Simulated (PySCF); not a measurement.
B(Cl)(OMe)(NH2) (CH₅BClNO), SMILES O(B(Cl)N)C. Atoms are numbered in the order given.

```xyz
10

B      0.1919     0.0721     0.0000
Cl    -0.3856     1.7662     0.0000
O     -0.7609    -0.8956     0.0000
C     -0.4246    -2.2627     0.0000
H      0.1593    -2.5406     0.8970
H     -1.3541    -2.8501     0.0000
H      0.1593    -2.5406    -0.8970
N      1.5757    -0.1714     0.0000
H      2.2493     0.5827     0.0000
H      1.9858    -1.0963     0.0000
```
Charge 0, spin multiplicity 1.

Geometry: B3LYP-D3(BJ)/def2-SVP. The structure was generated by enumeration, and PubChem lists no compound with its InChIKey, so it may never have been made. One conformer was computed; it need not be the lowest.

The numbers are results of KT2/pcSseg-1 (PySCF), not measurements.

GIAO shieldings, no solvent; atoms listed in one row are averaged. δ = σ(ref) − σ: ¹¹B against BF3 (σ = 89.8 ppm); ³⁵Cl against HCl (σ = 945.4 ppm); ¹⁷O against H2O (σ = 330.4 ppm); ¹³C against TMS (σ = 185.1 ppm); ¹H against TMS (σ = 31.47 ppm); ¹⁵N against NH3 (σ = 266.2 ppm), references at their B3LYP-D3(BJ)/def2-TZVP geometries, non-relativistic (without spin–orbit terms, shifts of atoms bonded to Cl or Br come out too high).

Estimate the chemical shifts. (The exact figures need the calculation; the answer reports its results.)


| nucleus | atoms | count | δ (ppm) |
|---|---|---|---|
| ¹¹B | B1 | 1 | 13.2 |
| ³⁵Cl | Cl2 | 1 | 57.9 |
| ¹⁷O | O3 | 1 | 95.0 |
| ¹³C | C4 | 1 | 55.1 |
| ¹H | H5, H6, H7 | 3 | 3.93 |
| ¹H | H9 | 1 | 2.87 |
| ¹H | H10 | 1 | 2.72 |
| ¹⁵N | N8 | 1 | 70.4 |
